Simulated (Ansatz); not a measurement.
Mulliken charges of `[OH][Sn][O][SiH3]` from PBE/def2-TZVPP in Ansatz (PBE0-D4/def2-TZVP geometry).

| atom | x (Å) | y (Å) | z (Å) | charge (e) |
| --- | --- | --- | --- | --- |
| O1 | 0.667 | 1.629 | -1.717 | -0.517 |
| Sn2 | 2.054 | 1.163 | -0.396 | 0.741 |
| O3 | 0.983 | -0.133 | 0.666 | -0.522 |
| Si4 | -0.494 | -0.814 | 0.738 | 0.352 |
| H5 | -0.185 | 1.193 | -1.615 | 0.185 |
| H6 | -1.140 | -0.525 | 2.047 | -0.072 |
| H7 | -1.391 | -0.282 | -0.336 | -0.096 |
| H8 | -0.403 | -2.288 | 0.558 | -0.072 |

By hand: the dipole of these point charges (1 e Å = 4.8032 D).

Σ q r = (0.701, 0.253, 0.052) e Å, of length 0.747 e Å = 3.59 D.

How does the dipole of the full density compare? (Best estimate.)

The calculation gave: (0.245, 0.065, 0.050) e Å, 1.24 D; the point charges give 2.90 times that, at 9° from its direction.

Point charges leave out the atoms' own dipoles, such as those of lone pairs, and Mulliken's split depends on the basis, so the two needn't agree.
